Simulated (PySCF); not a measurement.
C5H7N, SMILES C1CC(=N1)C=C.

Coordinates come from a PBE-D3(BJ)/def2-SVP optimisation. One conformer was computed; it need not be the lowest.

These are TDDFT-PBE/def2-SVPD in PySCF values and carry that method's errors.

Vertical excitations. Isolated molecule, no solvent. State labels are in the subgroup Cs.

Computed lowest excited states:
```tsv
state	symmetry	energy (eV)	λ (nm)	f	main pairs
S1	A"	3.72	333	0.001	HOMO→LUMO 100 %
S2	A'	5.08	244	0.306	HOMO−1→LUMO 96 %
S3	A"	5.55	223	0.002	HOMO−2→LUMO 100 %
S4	A'	6.17	201	0.024	HOMO−3→LUMO 64 %, HOMO−1→LUMO+2 26 %
S5	A'	6.18	201	0.031	HOMO→LUMO+1 93 %
S6	A"	6.40	194	0.017	HOMO−1→LUMO+1 100 %
S7	A'	6.48	191	0.000	HOMO→LUMO+3 100 %
S8	A"	6.65	186	0.001	HOMO→LUMO+2 94 %
S9	A"	6.71	185	0.000	HOMO−1→LUMO+3 81 %, HOMO−5→LUMO 13 %
S10	A"	6.75	184	0.000	HOMO−5→LUMO 86 %, HOMO−1→LUMO+3 13 %
T1	A'	3.01	411	0	HOMO−1→LUMO 98 %
T2	A"	3.24	383	0	HOMO→LUMO 99 %
T3	A'	4.93	251	0	HOMO−3→LUMO 86 %
T4	A"	5.29	234	0	HOMO−2→LUMO 100 %
```
Triplets are in the Tamm–Dancoff approximation, which puts them higher than full response would, so one can lie above its singlet here.
